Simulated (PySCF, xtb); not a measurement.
Dimer: HCl (SMILES Cl) (first 2 atoms) with CH5N (SMILES CN); geometry from B3LYP-D3(BJ)/def2-TZVP, rigid monomers moved along the line of their centres of mass till H2···N4 is 2.83 Å.
(charge 0, multiplicity 1):
```xyz
9

Cl     0.97051     1.14428     0.16513
H      0.76778     0.40122     1.31595
C     -1.29515    -0.29590     4.21805
N     -0.03521    -0.85875     3.71397
H     -2.06312    -0.41808     3.45552
H     -1.16006     0.77201     4.38379
H     -1.63836    -0.75959     5.14645
H     -0.12057    -1.84913     3.51529
H      0.72034    -0.74070     4.37943
```

Counterpoise-corrected where a basis set is named; no monomer relaxation. Rows marked so take none.

Rows in 6-31G* carry no dispersion term and start afresh at each structure (6-31G* with six Cartesian d functions).

Run with PySCF for 6-31G* rows; xtb for the GFN methods. Each number belongs to the level named beside it.

Problem. One of these levels gives -208.5 meV for the interaction energy. Name it.
A. HF/6-31G* (no counterpoise)
B. GFN-FF
C. BP86/6-31G* (no counterpoise)

Solution. A, HF/6-31G* (no counterpoise). The others give -154.3 (GFN-FF), -250.5 (BP86/6-31G* (no counterpoise))
